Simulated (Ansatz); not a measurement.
Level of theory: frozen-core CCSD(T)/cc-pVTZ // r2SCAN-D4/def2-TZVP run with Ansatz (an electronic-structure program). The geometry is that of the parent before the electron was removed.

Ansatz 0.2 input:
```yaml
crystal:
  periodic: [false, false, false]
  atoms:
    - { symbol: B, position_ang: [1.302153, -0.556055, -0.095763] }
    - { symbol: B, position_ang: [-0.048831, 0.411508, 0.108249] }
    - { symbol: B, position_ang: [-1.509555, -0.374676, -0.16199] }
    - { symbol: O, position_ang: [-0.060075, 1.742131, 0.464113] }
    - { symbol: H, position_ang: [1.745959, -1.224036, 0.795789] }
    - { symbol: H, position_ang: [1.826494, -0.697076, -1.164999] }
    - { symbol: H, position_ang: [-1.996403, -0.446135, -1.255004] }
    - { symbol: H, position_ang: [-2.077466, -0.969908, 0.709796] }
    - { symbol: H, position_ang: [0.817726, 2.114248, 0.59981] }
basis:
  gaussian: { orbitals: cc-pVTZ }
correlation:
  method: ccsd_t
total_charge: 1
magnetization:
  spin_polarized: true
  initial_magnetization: 1
```

Output:

```
Functional definition: HF
1096 factors; integrals over basis functions are off by at most 9.7e-4 eV
mean field evaluation 1: about -4117.5031 eV, gradient 3.7e1 eV
mean field evaluation 2: about -4117.5025 eV, gradient 3.7e1 eV
mean field evaluation 4: about -4122.9693 eV, gradient 3.5e0 eV
mean field evaluation 8: about -4123.1039 eV, gradient 1.8e-1 eV
mean field evaluation 16: about -4123.0854 eV, gradient 9.9e-1 eV
mean field evaluation 32: about -4120.9324 eV, gradient 1.3e-1 eV
mean field evaluation 64: about -4120.3363 eV, gradient 1.4e-3 eV
mean field evaluation 96: about -4119.4005 eV, gradient 5.2e0 eV
mean field evaluation 128: about -4120.3343 eV, gradient 4.2e0 eV
mean field -4123.10502113 eV, -151.5213147855 hartree, gradient 3.7e-6 eV, S^2 0.785443; 4 other end points of the search recorded, 0 dependent functions left out
determinant -4123.10502113 eV, -151.5213147855 hartree, with singles and doubles -4138.25892542 eV, -152.0782104965 hartree
determinant -4120.93244679 eV, -151.4414741510 hartree, with singles and doubles -4135.34322716 eV, -151.9710605618 hartree
determinant -4120.33629857 eV, -151.4195661082 hartree, with singles and doubles -4135.51360220 eV, -151.9773217290 hartree
determinant -4119.69957550 eV, -151.3961669671 hartree, with singles and doubles -4135.36321524 eV, -151.9717951103 hartree
4 core orbitals not correlated
reference -4123.10502113 eV, -151.5213147855 hartree; 10, 9 occupied and 176, 177 virtual orbitals, 1096 factors
second order -13.78827566 eV of doubles, -0.00000000 eV of singles
cycle   1  -14.90716882 eV  change    -1.2e0 eV  update   2.6e-2
cycle   2  -14.94072832 eV  change   -3.4e-2 eV  update   6.4e-3
cycle   3  -14.93959234 eV  change    1.1e-3 eV  update   3.3e-3
cycle   4  -14.94261313 eV  change   -3.0e-3 eV  update   1.6e-3
cycle   5  -14.94359009 eV  change   -9.8e-4 eV  update   1.0e-3
cycle   6  -14.94419879 eV  change   -6.1e-4 eV  update   5.5e-4
cycle   7  -14.94431417 eV  change   -1.2e-4 eV  update   3.0e-4
cycle   8  -14.94436812 eV  change   -5.4e-5 eV  update   1.3e-4
cycle   9  -14.94429318 eV  change    7.5e-5 eV  update   6.7e-5
cycle  10  -14.94424681 eV  change    4.6e-5 eV  update   3.1e-5
cycle  11  -14.94425939 eV  change   -1.3e-5 eV  update   1.5e-5
perturbative correction -0.57119437 eV, -0.0209910059 hartree
Total energy: -4138.62047489 eV, -152.0914971945 hartree
```

Cost: about 7 core-minutes (a rough figure).
